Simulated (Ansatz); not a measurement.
The same path of CH6GaN + H2 (11 atoms, charge 0, multiplicity 1) was run twice with different band settings. Lost on the way: H6–H7. Made: Ga1–H7, N2–H6.

The calculation used Ansatz, RKS PBE-D4/def2-SVP.

Relaxed end points:

```xyz
11
Properties=species:S:1:pos:R:3
Ga -1.258 1.405 0.116
N 0.068 0.214 0.559
C 0.014 -1.236 0.542
H -2.602 0.759 -0.383
H -0.891 2.923 0.280
H 1.610 0.238 -1.543
H 2.140 0.061 -2.076
H 0.958 0.579 0.911
H 0.779 -1.684 -0.135
H 0.163 -1.685 1.551
H -0.979 -1.574 0.178
```

```xyz
11
Properties=species:S:1:pos:R:3
Ga -0.822 1.295 -0.721
N 0.594 0.114 0.398
C 0.324 -1.334 0.380
H -2.142 0.879 0.069
H -0.202 2.735 -0.438
H 1.530 0.318 0.019
H -0.581 0.643 -2.154
H 0.597 0.475 1.363
H 1.064 -1.922 0.963
H -0.688 -1.516 0.790
H 0.325 -1.687 -0.669
```

Common settings: climbing image yes; spring 5.0 eV/Å²; optimiser quadratic models (default); start path through a guess of the saddle point; force threshold 0.03 eV/Å; iteration limit 60; end points relaxed.

| run | movable images |
| --- | --- |
| 1 | 5 |
| 2 | 3 |

(1) What does each run give, and how far can it be trusted?

Results:

(1) Run 1: converged after 15 iterations, highest image 0.744 eV above the first end. Neighbouring images differ by up to 1.4 eV, so the band resolves the path poorly. A vibrational analysis at the climbing image gives one clearly imaginary mode, 1037i cm⁻¹: a first-order saddle point.
Run 2: converged after 18 iterations, highest image 0.744 eV above the first end. Neighbouring images differ by up to 1.5 eV, so the band resolves the path poorly. Another band between the same ends (5 images) ends at a top of the same energy, where a vibrational analysis finds 1 clearly imaginary mode. So few images can step over the top or miss a turn of the path.
The orbitals stay closed-shell, which can raise the energy where a bond breaks towards radicals; this wasn't checked here.
